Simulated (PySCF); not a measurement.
B(I)2(Me) (CH₃BI₂), SMILES IB(I)C. Atoms are numbered in the order given.

```xyz
7

B      0.0269     0.8382     0.0000
I     -0.0005    -0.2541     1.8477
I     -0.0005    -0.2541    -1.8477
C      0.0072     2.3961     0.0000
H      0.4644     2.8302    -0.9016
H     -1.0564     2.7058     0.0000
H      0.4644     2.8302     0.9016
```
Charge 0, spin multiplicity 1.

Coordinates come from a B3LYP-D3(BJ)/def2-SVP optimisation. The def2 effective core potentials stand for the cores of I; spin–orbit coupling is left out.

Method: TDA-ωB97X/def2-SVPD run with PySCF.

Vertical excitations. Gas-phase values at a fixed geometry. State labels are in the subgroup Cs.

**Question.** Estimate the UV-visible absorptions. (Estimate from the structure and the level; the computed values follow.)

**Answer.** 
```json
[
 {"state": "S1", "symmetry": "A\"", "energy (eV)": "4.52", "λ (nm)": "274", "f": "0.000", "main pairs": "HOMO→LUMO 99 %"},
 {"state": "S2", "symmetry": "A'", "energy (eV)": "4.94", "λ (nm)": "251", "f": "0.000", "main pairs": "HOMO−2→LUMO 97 %"},
 {"state": "S3", "symmetry": "A\"", "energy (eV)": "5.29", "λ (nm)": "234", "f": "0.157", "main pairs": "HOMO−1→LUMO 90 %"},
 {"state": "S4", "symmetry": "A\"", "energy (eV)": "6.03", "λ (nm)": "206", "f": "0.074", "main pairs": "HOMO→LUMO+1 57 %, HOMO→LUMO+3 14 %"},
 {"state": "S5", "symmetry": "A'", "energy (eV)": "6.11", "λ (nm)": "203", "f": "0.049", "main pairs": "HOMO−3→LUMO 87 %"},
 {"state": "S6", "symmetry": "A\"", "energy (eV)": "6.18", "λ (nm)": "201", "f": "0.000", "main pairs": "HOMO−4→LUMO 55 %, HOMO−1→LUMO+1 28 %"},
 {"state": "S7", "symmetry": "A\"", "energy (eV)": "6.33", "λ (nm)": "196", "f": "0.001", "main pairs": "HOMO−4→LUMO 42 %, HOMO−1→LUMO+1 37 %"},
 {"state": "S8", "symmetry": "A'", "energy (eV)": "6.43", "λ (nm)": "193", "f": "0.013", "main pairs": "HOMO−2→LUMO+1 49 %, HOMO→LUMO+2 14 %, HOMO−2→LUMO+3 9 %"},
 {"state": "S9", "symmetry": "A'", "energy (eV)": "6.84", "λ (nm)": "181", "f": "0.004", "main pairs": "HOMO−3→LUMO+1 45 %, HOMO−1→LUMO+2 16 %, HOMO−1→LUMO+5 9 %, HOMO−3→LUMO+3 9 %"},
 {"state": "S10", "symmetry": "A\"", "energy (eV)": "7.00", "λ (nm)": "177", "f": "0.061", "main pairs": "HOMO→LUMO+3 72 %, HOMO→LUMO+1 13 %"},
 {"state": "T1", "symmetry": "A\"", "energy (eV)": "4.38", "λ (nm)": "283", "f": "0", "main pairs": "HOMO→LUMO 98 %"},
 {"state": "T2", "symmetry": "A\"", "energy (eV)": "4.58", "λ (nm)": "271", "f": "0", "main pairs": "HOMO−1→LUMO 98 %"},
 {"state": "T3", "symmetry": "A'", "energy (eV)": "4.76", "λ (nm)": "260", "f": "0", "main pairs": "HOMO−2→LUMO 95 %"},
 {"state": "T4", "symmetry": "A'", "energy (eV)": "5.14", "λ (nm)": "241", "f": "0", "main pairs": "HOMO−3→LUMO 97 %"}
]
```
Triplets are in the Tamm–Dancoff approximation.
